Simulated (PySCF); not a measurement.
# Working out the ionisation energy of Ar⁺

Ar⁺ [Ne] 3s2 3p5 (2P) → Ar²⁺ [Ne] 3s2 3p4 (3P). Calculation: PySCF 2.14, in cc-pVTZ-DK (5s4p2d1f, 34 functions); the spin-free X2C one-electron Hamiltonian (Gaussian nucleus). Frozen: [Ne]. Energies in hartree (1 hartree = 27.21139 eV):

```
            part  Ar⁺ (lower)  Ar²⁺ (upper)
             UHF  -528.086487   -527.117724
CCSD correlation    -0.189325     -0.154997
             (T)    -0.004998     -0.003850
```

What does Hartree-Fock give?

(-527.117724) − (-528.086487) = 0.968763 hartree = 26.361 eV.

What do CCSD and CCSD(T) give?

The CCSD correlation energies differ by 0.034328 hartree = 0.934 eV and the triples by 0.001148 hartree = 0.031 eV, so CCSD gives 27.295 eV and CCSD(T) 27.326 eV.

Reference: 27.630 eV (measured; NIST Atomic Spectra Database, ionization energies), between the lowest levels; spin-orbit coupling is absent from the calculation.

What remains against the reference includes basis incompleteness, the frozen core and higher excitations.
